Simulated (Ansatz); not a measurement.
# Ligand exchange: how K changes with temperature for GeHCl3 + InH3 ⇌ GeH2Cl2 + InH2Cl

Gas-phase species: GeHCl3 `[Cl][GeH]([Cl])[Cl]`, singlet; InH3 `[InH3]`, singlet; GeH2Cl2 (dichlorogermane) `[Cl][GeH2][Cl]`, singlet; InH2Cl `[Cl][InH2]`, singlet. The partners trade Cl for H: Ge–Cl and In–H bonds give way to Ge–H and In–Cl.

The electronic reaction energy at CCSD(T)/def2-TZVPP is -61.6 kJ/mol. Shapes: PBE0-D4/def2-TZVP. Programs: Ansatz 0.2.0. Enthalpy and entropy come from rigid-rotor, harmonic-oscillator sums on unscaled PBE0-D4/def2-TZVP wavenumbers, ideal gases at 1 bar. Symmetry numbers: GeHCl3 3, InH3 6, GeH2Cl2 2, InH2Cl 2. R = 8.3145 J/(mol K).

```
T (K)  ΔH (kJ/mol)  ΔS (J/(mol K))
  400        -57.0           +17.2
  600            ?               ?
  800        -58.2           +15.0
```

Problem. Work out ln K at 400 and 800 K, and from these estimate it at 600 K.

Solution. 
1. 400 K: ΔG = -57.0 − 400 × (+17.2)/1000 = -63.9 kJ/mol; ln K = −ΔG/RT = +19.21.
2. 800 K: ΔG = -58.2 − 800 × (+15.0)/1000 = -70.2 kJ/mol; ln K = −ΔG/RT = +10.55.
3. Slope against 1000/T: (+10.55 − (+19.21))/(1.2500 − 2.5000) = +6.93, that is −ΔH/R with ΔH near -58 kJ/mol.
4. 600 K: ln K = +19.21 + (+6.93) × (1.6667 − 2.5000) = +13.44.

The full sums give ΔH = -57.7 kJ/mol, ΔS = +15.8 J/(mol K), ΔG = -67.2 kJ/mol and ln K = +13.47 at 600 K, so the line is off by -0.03 in ln K; without rounding the miss is -0.02, from the change of ΔH with temperature. The products are favoured over this whole range. An error of 10 kJ/mol in the energy moves ln K by 2.0 at 600 K. Soft modes are treated as harmonic, which can err either way at these temperatures; the lowest are those of GeHCl3 (142 cm⁻¹), GeH2Cl2 (148 cm⁻¹). Other reactions of these species are left aside. For atoms past krypton def2 sets carry core potentials with scalar relativity. Relativity is left out for Ge. Outer-core shells of Ge, In are correlated, in sets that cover them unevenly.
